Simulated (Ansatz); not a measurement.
Cost and result for the atomization energy of C2H8Cl2GeSi (`Cl[SiH](Cl)C[CH2][GeH3]`) (14 atoms, 13 bonds).

Z-matrix (Å, degrees):
```
Si
Cl 1 2.050
C 1 1.860 2 109.7
Cl 1 2.049 2 109.2 3 119.1
H 1 1.477 2 107.3 3 -124.9
C 3 1.529 1 116.0 2 -50.6
H 3 1.097 1 106.2 2 72.7
H 3 1.097 1 106.4 2 -174.8
Ge 6 1.966 3 115.4 1 -63.9
H 6 1.093 3 110.5 1 58.2
H 6 1.094 3 109.8 1 175.5
H 9 1.537 6 109.7 3 -171.0
H 9 1.539 6 110.8 3 68.6
H 9 1.540 6 109.5 3 -51.1
```

Total charge 0; spin multiplicity 1. Correlated methods include outer-core shells of Ge, which these sets cover unevenly. Scalar relativity is left out up to krypton. The geometry is a stationary point of PBE0-D4/def2-TZVP. It is one conformer, not always the lowest. Program: Ansatz. All runs use 3 threads of an AMD EPYC 7R13 on a shared host and a share of an NVIDIA H100 80 GB. Times are those of one run each, without the atoms' runs, and a repeat can differ threefold. Electronic energies, without spin–orbit coupling; frozen cores. CCSD(T)/CBS adds CCSD(T) − MP2 in def2-TZVPP to the MP2 limit, and its time is that of the two runs behind it. T1 = 0.010. With those shells the extrapolation isn't a true limit. B3LYP takes the VWN-RPA correlation (the form of Gaussian; ORCA's B3LYP/G). HSE06 is the plane-wave form, built on full-range PBE exchange.

CCSD(T)/CBS is a level of theory with its own doubt, some kJ/mol a heavy atom from the limit and from the frozen cores, so smaller differences don't rank the functionals.

| level | functions | wall time | atomization (kJ/mol) | difference from CCSD(T)/CBS | per bond |
| --- | --- | --- | --- | --- | --- |
| LDA (SPW92)/def2-TZVPP | 348 | 2.6 s | 5343.2 | 588.2 | 45.2 |
| BLYP-D4/def2-TZVPP | 348 | 2.7 s | 4664.3 | -90.7 | -7.0 |
| CCSD(T)/def2-SVP | 154 | 2.7 s | 4467.3 | -287.7 | -22.1 |
| HSE06-D4/def2-TZVPP | 348 | 2.8 s | 4741.9 | -13.1 | -1.0 |
| PBE-D4/def2-TZVPP (with forces) | 348 | 2.9 s | 4769.3 | 14.3 | 1.1 |
| PBE0-D4/def2-TZVPP | 348 | 2.9 s | 4740.7 | -14.3 | -1.1 |
| r2SCAN-D4/def2-TZVPP (with forces) | 348 | 3.1 s | 4759.4 | 4.4 | 0.3 |
| r2SCANh-D4/def2-TZVPP | 348 | 3.5 s | 4742.8 | -12.2 | -0.9 |
| B3LYP-D4/def2-TZVPP (with forces) | 348 | 3.8 s | 4710.6 | -44.4 | -3.4 |
| ωB97X-V/def2-TZVPP | 348 | 4.8 s | 4769.1 | 14.1 | 1.1 |
| MP2/def2-QZVPP | 653 | 6.5 s | 4754.6 | -0.4 | 0.0 |
| CCSD(T)/def2-TZVPP | 348 | 13 s | 4643.1 | -111.9 | -8.6 |
| CCSD(T)/CBS(def2) | – | 19 s | 4755.0 | 0.0 | 0.0 |

In def2-TZVPP, CCSD(T) changes the Hartree–Fock value by +1075.5 kJ/mol (the triples alone add +62.7 kJ/mol) and MP2 by +1121.7 kJ/mol; breaking electron pairs costs correlation energy, which Hartree–Fock lacks. From r2SCAN to r2SCAN0 (25 % exact exchange), in def2-TZVPP and without D4, the atomization energy moves by −41.7 kJ/mol: exact exchange takes away binding that semilocal exchange gives to molecules. The D4 term adds +68.5 kJ/mol with B3LYP and +36.6 kJ/mol with PBE0; it sums over pairs of atoms, weighted by their polarisabilities, and B3LYP, whose exchange is more repulsive, gets the larger term.
